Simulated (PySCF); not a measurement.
Geometry (Å), atoms numbered from 1 in this order:
```xyz
17

C     1.7561    0.2349    1.2172
N     1.2642    0.7665   -0.0440
Si    0.4573   -0.2961   -1.2011
C    -1.1977   -0.7918   -0.4793
Si   -2.2065    0.6995    0.0902
O    -1.2120    1.7328    0.9249
H     2.0811    1.0502    1.8820
H     0.9430   -0.2903    1.7417
H     2.5993   -0.4732    1.1086
H     1.9300    1.4052   -0.4723
H     0.2933    0.5255   -2.4380
H     1.2828   -1.5067   -1.5293
H    -1.0225   -1.4671    0.3765
H    -1.7590   -1.3720   -1.2321
H    -2.8045    1.3390   -1.1266
H    -3.3214    0.2830    0.9914
H    -0.2869    1.6650    0.6029
```

Geometry: PBE0-D3(BJ)/def2-SVP; GIAO absolute shieldings from PySCF 2.14.0 with density-fitted response routines, gas phase, non-relativistic, averaged over equivalent atoms.

At PBE0/pcSseg-1 (171 basis functions, 66 s wall time (59 s CPU) on 1 thread of an Intel Xeon, shared host):
| atoms | σ (ppm) |
| --- | --- |
| C1 | 153.8 |
| C4 | 189.7 |
| N2 | 241.1 |
| Si5 | 367.7 |
| Si3 | 372.7 |
| O6 | 300.2 |
| H17 | 25.96 |
| H15/H16 | 26.16 |
| H11/H12 | 26.39 |
| H7/H8/H9 | 28.71 |
| H10 | 31.24 |
| H13/H14 | 31.28 |

Q: What do these become at HF/pcSseg-1?

A: 
```json
{"atoms": "C1", "σ at HF/pcSseg-1": "163.2", "change": "+9.4"}
{"atoms": "C4", "σ at HF/pcSseg-1": "198.1", "change": "+8.4"}
{"atoms": "N2", "σ at HF/pcSseg-1": "255.6", "change": "+14.5"}
{"atoms": "Si5", "σ at HF/pcSseg-1": "415.1", "change": "+47.4"}
{"atoms": "Si3", "σ at HF/pcSseg-1": "415.0", "change": "+42.3"}
{"atoms": "O6", "σ at HF/pcSseg-1": "316.3", "change": "+16.1"}
{"atoms": "H17", "σ at HF/pcSseg-1": "25.68", "change": "-0.28"}
{"atoms": "H15/H16", "σ at HF/pcSseg-1": "27.19", "change": "+1.03"}
{"atoms": "H11/H12", "σ at HF/pcSseg-1": "27.35", "change": "+0.96"}
{"atoms": "H7/H8/H9", "σ at HF/pcSseg-1": "29.25", "change": "+0.54"}
{"atoms": "H10", "σ at HF/pcSseg-1": "31.82", "change": "+0.58"}
{"atoms": "H13/H14", "σ at HF/pcSseg-1": "31.99", "change": "+0.71"}
```

The largest change is at Si5 (silicon bonded to C, O, 2 H). Cost: 171 basis functions, 28 s wall time on 1 thread of an Intel Xeon, shared host.
